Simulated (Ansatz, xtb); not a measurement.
**Relative energy of two isomers of CH5BO3**

Structure a is `COB(O)O`, a singlet and structure b is `OBOCO`, a singlet. Both are isolated molecules in the gas phase, relaxed with PBE0-D4/def2-SVP; the shapes shown needn't be the lowest conformers.

a (Å):

```json
{"atom": "C", "x (Å)": "-0.6939", "y (Å)": "-0.6309", "z (Å)": "-1.0020"}
{"atom": "B", "x (Å)": "0.4808", "y (Å)": "0.4176", "z (Å)": "0.8380"}
{"atom": "O", "x (Å)": "-0.4874", "y (Å)": "-0.4366", "z (Å)": "0.3651"}
{"atom": "O", "x (Å)": "0.6185", "y (Å)": "0.5520", "z (Å)": "2.1824"}
{"atom": "O", "x (Å)": "1.3135", "y (Å)": "1.1398", "z (Å)": "0.0378"}
{"atom": "H", "x (Å)": "-0.9895", "y (Å)": "0.3023", "z (Å)": "-1.5177"}
{"atom": "H", "x (Å)": "0.2012", "y (Å)": "-1.0408", "z (Å)": "-1.5069"}
{"atom": "H", "x (Å)": "-1.5098", "y (Å)": "-1.3555", "z (Å)": "-1.1379"}
{"atom": "H", "x (Å)": "-0.0177", "y (Å)": "-0.0015", "z (Å)": "2.6448"}
{"atom": "H", "x (Å)": "1.1674", "y (Å)": "1.0025", "z (Å)": "-0.9007"}
```

b (Å):

```xyz
10

C    -0.7760    0.2097    1.7778
B     0.2599   -0.8818   -0.1217
O     0.1945    0.2054   -0.9185
O    -0.2963   -0.9305    1.1363
O    -1.6174    0.9881    0.9778
H    -0.3902    0.8801   -0.5364
H     0.8245   -1.8753   -0.5080
H    -1.2914   -0.1271    2.6935
H     0.0581    0.8733    2.0632
H    -2.4357    0.5004    0.8226
```

Problem. Which of the two would you expect CCSD(T)/def2-SVP + ΔMP2/def2-TZVPP electronic energies to favour?

Solution. Structure a; the calculation gives E(b) − E(a) = +37.7 kcal/mol.

How the difference moves with the method:

| level | geometry | E(b) − E(a) (kcal/mol) | departure from the last row (kcal/mol) | job, with rough time for the two |
| --- | --- | --- | --- | --- |
| GFN2-xTB | GFN2-xTB | +20.1 | −17.6 | optimisation, 0.25 s |
| HF/STO-3G | GFN2-xTB | +34.8 | −2.9 | single point, 0.2 s |
| r2SCAN-D4/def2-SVP | GFN2-xTB | +37.9 | +0.1 | single point, 2.7 s |
| PBE0-D4/def2-SVP | PBE0-D4/def2-SVP | +36.2 | −1.5 | optimisation, 23 s |
| HF/def2-SVP | PBE0-D4/def2-SVP | +39.4 | +1.7 | part of the CCSD(T) run |
| MP2/def2-SVP | PBE0-D4/def2-SVP | +38.3 | +0.5 | part of the CCSD(T) run |
| CCSD(T)/def2-SVP | PBE0-D4/def2-SVP | +37.1 | −0.7 | single point |
| CCSD(T)/def2-SVP + ΔMP2/def2-TZVPP | PBE0-D4/def2-SVP | +37.7 |  | single point, 20 s |

As drawn, b has 1 C–O, 1 B–H in place of 1 B–O, 1 C–H.

The levels shown agree on the order. The largest departure from CCSD(T)/def2-SVP + ΔMP2/def2-TZVPP is that of GFN2-xTB, 17.6 kcal/mol. The last row adds to CCSD(T) the change of the MP2 difference between the two basis sets, here +0.7 kcal/mol.

With harmonic frequencies from PBE0-D4/def2-SVP (ideal gas, rigid rotor, one conformer each, 298.15 K, 1 atm): on the last row, ΔE + ΔZPE = +38.0, ΔH = +37.6, ΔG = +38.8 kcal/mol.

The correlated steps freeze 5 core orbitals. Mirror images aren't counted in ΔG. Programs: Ansatz 0.2.0, xtb 6.7.1; the last row on 2 threads of Arm Neoverse V2 on a shared host.
